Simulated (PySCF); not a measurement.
C5H10N, doublet, at a GFN2-xTB geometry. Base run: BLYP/STO-3G in PySCF.

Geometry (Å):
```xyz
16

C      0.4544     1.8836     0.8852
N      0.7685     0.8318     0.3297
C     -0.0562    -0.2557    -0.1208
C      0.4249    -1.5138     0.6113
C      0.1837    -0.4034    -1.6276
C     -1.5443    -0.0123     0.1602
H      1.1997     2.6130     1.1666
H      0.2656    -1.4094     1.6822
H     -0.1214    -2.3843     0.2578
H      1.4863    -1.6678     0.4333
H     -0.3658    -1.2586    -2.0119
H     -0.1471     0.4912    -2.1503
H      1.2430    -0.5474    -1.8259
H     -1.7055     0.1118     1.2284
H     -1.8749     0.8921    -0.3449
H     -2.1347    -0.8535    -0.1933
```
Charge 0, spin multiplicity 2.
Orbitals are unrestricted.
All else is at PySCF's defaults.
Base energy -247.95128 Eh.

Variants of this job, named by their change:

```tsv
change	ΔE vs base (µEh)	grid points	electrons on the grid
base	0.0	182576	46.99993
small_rho_cutoff = 0	0.0	182576	46.99993
grids.level = 5	-6.3	492408	47.00000
grids.level = 7	-6.0	1019080	47.00000
grids.prune = dft.gen_grid.treutler_prune	1.8	156800	46.99992
grids.atom_grid = (150, 974)	-6.2	1298640	47.00000
grids.atom_grid = (75, 302)	0.0	232872	46.99993
grids.level = 4	-6.0	328000	46.99999
grids.level = 2	-2.9	120752	46.99994
grids.atom_grid = (30, 110)	-200	39408	47.00093
grids.atom_grid = (50, 194)	9.8	105688	46.99986
```

Open shells are given as the SCF converged; they aren't shown to be the lowest states, and a large step between rows can be another state.
